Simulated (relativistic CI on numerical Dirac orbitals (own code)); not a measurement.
**Os XLI: q coefficients and field-shift factors**

Calculated at this level of theory: Dirac-Coulomb-Breit CI, KLI orbitals optimised for each configuration, derivatives by finite differences, unscaled Slater integrals, QED left out (own radial code, finite nucleus).

Configuration list (outside the closed core [Ar] 3d10): 4s²4p⁶, 4s²4p⁵4d, 4s4p⁶4d, 4s²4p⁵4f, 4s4p⁶4f, 4p⁶4d², 4p⁵4d³, 4p⁵4d²4f. Double excitations out of closed p, d and f shells are left out; levels of such configurations are missing from the list, as are those of other unlisted configurations, and high levels can miss mixing partners.

With x = (α/α₀)² − 1 an excitation energy changes as ω = ω₀ + qx; K = 2q/ω₀ is the relative enhancement. Terms are leading LS components, so labels can repeat. The field-shift factor is F = δν/δ⟨r²⟩ for the transition from the lowest level.

Lowest level 4s²4p⁶ ¹S0.

```tsv
Level	ω₀ (cm⁻¹)	q (cm⁻¹)	K	F (GHz/fm²)
4s²4p⁵4d ³P°0	1256813	55050	0.0876	11.8
4s²4p⁵4d ³P°1	1296776	67830	0.105	12.2
4s²4p⁵4d ³F°3	1321081	57180	0.0866	10.5
4s²4p⁵4d ³D°2	1333421	58360	0.0875	11.7
4s²4p⁵4d ³F°4	1469387	239400	0.326	15.2
4s²4p⁵4d ¹D°2	1491175	241000	0.323	16.9
4s²4p⁵4d ³D°3	1537997	239000	0.311	17.7
4s²4p⁵4d ¹P°1	1675596	282500	0.337	7.65
4s²4p⁵4d ³F°2	2159992	1.104e+06	1.02	-159
4s²4p⁵4d ³P°2	2346456	1.288e+06	1.1	-151
4s²4p⁵4d ¹P°1	2349039	1.062e+06	0.904	-146
4s²4p⁵4d ³F°3	2367474	1.29e+06	1.09	-153
4s²4p⁵4f ³D1	2964700	593600	0.4	-870
4s²4p⁵4f ³D2	3017346	598000	0.396	-819
4s²4p⁵4f ³G4	3098410	241800	0.156	39.9
4s²4p⁵4f ³F3	3103120	430200	0.277	-306
4s²4p⁵4f ³G5	3124095	284000	0.182	41.7
4s²4p⁵4f ¹F3	3136499	291700	0.186	-31.6
4s²4p⁵4f ³F4	3182506	285700	0.18	42
4s²4p⁵4f ³F2	3193568	410700	0.257	-336
4s4p⁶4d ³D1	3226786	906000	0.562	-1660
4s4p⁶4d ³D2	3232854	846600	0.524	-1460
4s4p⁶4d ³D3	3342852	1.248e+06	0.747	-2100
```

At this charge energies of transitions that change n are usually good to better than 1 %, and those within a shell (Δn = 0) to a few per cent.
